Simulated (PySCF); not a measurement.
C3H4O, SMILES O=C1CC1. Atoms are numbered in the order given.

```xyz
8

O      0.0000     0.0000    -1.5828
C      0.0000     0.0000    -0.3860
C      0.0000    -0.7840     0.8605
C      0.0000     0.7840     0.8605
H     -0.9210    -1.2956     1.1630
H      0.9210    -1.2956     1.1630
H      0.9210     1.2956     1.1630
H     -0.9210     1.2956     1.1630
```

The structure is a stationary point at B3LYP-D3(BJ)/def2-SVP.

Two levels are set side by side: PBE/pcSseg-1 (PySCF) and B3LYP/pcSseg-1 (PySCF). GIAO shifts against H2O (¹⁷O), TMS (¹H), TMS (¹³C) at the same level; non-relativistic, no solvent, atoms listed together averaged. Differences are taken from unrounded values.

| quantity | B3LYP | PBE | PBE minus B3LYP |
|---|---|---|---|
| δ(¹⁷O) of O1 (ppm) | 657.6 | 646.2 | -11.5 |
| δ(¹³C) of C2 (ppm) | 217.5 | 215.7 | -1.8 |
| δ(¹³C) of C3, C4 (ppm) | 6.4 | 7.2 | 0.8 |
| δ(¹H) of H5, H6, H7, H8 (ppm) | 1.70 | 1.70 | -0.01 |

Rough cost on one machine, each run with all the roots and properties that it gave: B3LYP against PBE within a factor of 2.
